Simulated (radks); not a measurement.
The numbers below are computed, except where a source is named.
Ionisation of Ru+, [Kr] 4d7, to Ru2+, [Kr] 4d6, under several functionals. Scalar-relativistic Kohn-Sham, spin-polarised, spherical densities, finite nucleus; open shells are filled with parallel spins first (spin-orbit coupling, left out, can overturn this in heavy ions); a radial shooting solver on a logarithmic mesh with Libxc functionals.

| functional | E(Ru+) (hartree) | Exc (hartree) | IE (eV) | -e(HOMO) (eV) | <r> HOMO (bohr) | IE error (eV) |
|---|---|---|---|---|---|---|
| exchange-only r2SCAN | -4528.87446 | -131.50963 | 14.804 | 9.683 | 1.694 | -1.956 |
| BP86 | -4531.39273 | -134.22233 | 16.884 | 11.552 | 1.665 | +0.124 |
| LDA (Slater exchange, Perdew-Wang correlation) | -4525.97241 | -128.73826 | 17.134 | 11.773 | 1.670 | +0.374 |
| PW91 | -4531.21573 | -134.04888 | 16.797 | 11.458 | 1.667 | +0.037 |
| exchange-only LDA | -4521.91174 | -124.60815 | 15.427 | 10.222 | 1.690 | -1.333 |
| revPBE | -4530.67873 | -133.51093 | 16.608 | 11.274 | 1.666 | -0.152 |
| B86b exchange with PBE correlation | -4531.06060 | -133.89111 | 16.739 | 11.406 | 1.668 | -0.021 |

NIST Atomic Spectra Database: 16.8 eV (semi-empirical). Closest: B86b exchange with PBE correlation. The Delta-SCF values span 2.33 eV, the total energies 9.48 hartree. The highest occupied level is 4d. Open shells are spherical and high-spin; term and fine-structure splittings are not resolved.
